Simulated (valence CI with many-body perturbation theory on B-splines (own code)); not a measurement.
**Os XXXVII: one-electron terms**

Method: valence CI with perturbative core correlation (CI+MBPT): four valence electrons over a frozen Dirac-Fock core [Kr], a basis of 9 s, 9 p, 10 d, 8 f, 5 g, 3 h, 1 i functions for each j, with the one-electron correlation potential Σ1, the two-electron term Σ2, the three-electron term Σ3, Breit, model QED; selected CI, second order for the rest (own B-spline code, finite nucleus).

No measured spectrum was set against this ion. As an estimate, large intervals hold to a few tenths of a per cent, small ones and those within an open d or f shell to about a per cent. Only levels of the ground parity were solved; by the run's estimate the other parity begins above the list, which can be wrong where configurations are misplaced.

These are the spectroscopic orbitals of the CI (the correlating ones are not listed), shaped by the core and the other valence electrons. h is the expectation value of the core's Dirac-Fock operator, without the valence repulsion; Σ1 is computed up to l = 3 at one energy for each symmetry, that of its lowest orbital but kept below the first core excitation, so for empty shells it is not the orbital's own correlation shift; Breit and QED include the response of the core.

| Orbital | h (hartree) | Σ1 (cm⁻¹) | Breit (cm⁻¹) | QED (cm⁻¹) | ⟨r⟩ (bohr) |
| --- | --- | --- | --- | --- | --- |
| 5s1/2 | -45.012 | -11586 | 5276 | 4060 | 0.6987 |
| 6s1/2 | -29.256 | -4593 | 2783 | 2166 | 1.073 |
| 7s1/2 | -20.569 | -2388 | 1614 | 1278 | 1.530 |
| 5p1/2 | -43.148 | -11639 | 8135 | 106 | 0.7072 |
| 6p1/2 | -28.252 | -4771 | 4395 | 61.5 | 1.089 |
| 7p1/2 | -19.967 | -2522 | 2585 | 37.9 | 1.554 |
| 5p3/2 | -41.485 | -10243 | 4684 | 461 | 0.7378 |
| 6p3/2 | -27.371 | -4344 | 2570 | 256 | 1.125 |
| 7p3/2 | -19.443 | -2329 | 1675 | 154 | 1.597 |
| 4d3/2 | -65.228 | -23196 | 8704 | -862 | 0.4078 |
| 5d3/2 | -38.53 | -10905 | 3735 | -302 | 0.7410 |
| 6d3/2 | -25.777 | -4983 | 2016 | -158 | 1.148 |
| 4d5/2 | -64.4 | -22378 | 5171 | -410 | 0.4143 |
| 5d5/2 | -38.17 | -10713 | 2282 | -118 | 0.7488 |
| 6d5/2 | -25.582 | -4884 | 1240 | -59.5 | 1.158 |
| 4f5/2 | -56.96 | -46213 | 2125 | -719 | 0.3852 |
| 5f5/2 | -35.039 | -10595 | 1057 | -257 | 0.7412 |
| 4f7/2 | -56.746 | -41101 | 45.0 | -558 | 0.3878 |
| 5f7/2 | -34.94 | -10298 | 189 | -187 | 0.7439 |
| 5g7/2 | -32.701 |  | -155 | -112 | 0.6987 |
| 5g9/2 | -32.67 |  | -354 | -85.4 | 0.6999 |

Among the shells of the start configuration 4d4, Σ1 is largest in size for 4d3/2, where it is 0.16 % of h.

Lowest root of each symmetry, sizes in configuration state functions:

```tsv
J	Parity	Roots	Reference	Variational	Second order	Change by selected CI (cm⁻¹)	Change by second order (cm⁻¹)
0	even	5	26	9502	40225	-5800	-2
1	even	4	44	18190	107234	-4738	-9
2	even	8	78	25749	164567	-5655	-18
3	even	6	77	24523	204349	-6055	-30
4	even	7	85	24984	216537	-6066	-35
5	even	2	63	22884	154255	-5846	-18
6	even	2	54	19291	179451	-6271	-15
```
